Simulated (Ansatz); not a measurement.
`C=[N][GeH2][NH2]` + `N[SiH2][NH][GeH2][NH2]` → `[NH2][GeH2][NH][GeH2][NH2]` + `C=N[SiH2]N`  (redistribution)

Gas-phase electronic energies from Ansatz, PBE0-D4/def2-TZVP geometries. CBS: MP2 limit from def2 TZ/QZ plus the TZ coupled-cluster correction, frozen cores. Functionals use def2-TZVPP. B3LYP here is the variant with VWN-RPA as its local correlation; programs differ in this. For Ge outer-core shells are correlated without core-valence functions, which leaves a few kJ/mol of doubt a bond. Scalar relativity is left out up to krypton. One conformer a species, not always the lowest.

(1) Is it downhill or uphill in electronic energy at CCSD(T)/CBS, and by how much? (An estimate is asked.)

(2) What do these levels give: PBE0-D4, B3LYP-D4, ωB97M-V, PBE, r2SCAN, B3LYP, MP2/def2-TZVPP, SCS-MP2/def2-TZVPP, CCSD/def2-TZVPP, MP2/def2-QZVPP, HF/CBS(def2), MP2/CBS(def2)? (Best estimate.)

Largest T1 diagnostic among the species: 0.012.

Results:

(1) The calculation gave: Uphill: ΔE = +11.0 kJ/mol.

(2) Computed: PBE0-D4 10.6, B3LYP-D4 10.1, ωB97M-V 10.3, PBE 13.5, r2SCAN 12.2, B3LYP 13.4, MP2/def2-TZVPP 10.5, SCS-MP2/def2-TZVPP 10.8, CCSD/def2-TZVPP 10.6, MP2/def2-QZVPP 10.8, HF/CBS(def2) 11.2, MP2/CBS(def2) 10.8 kJ/mol.

The D4 term adds −3.3 kJ/mol with B3LYP and −1.9 kJ/mol with PBE0; it sums over pairs of atoms, weighted by their polarisabilities, and B3LYP, whose exchange is more repulsive, gets the larger term.
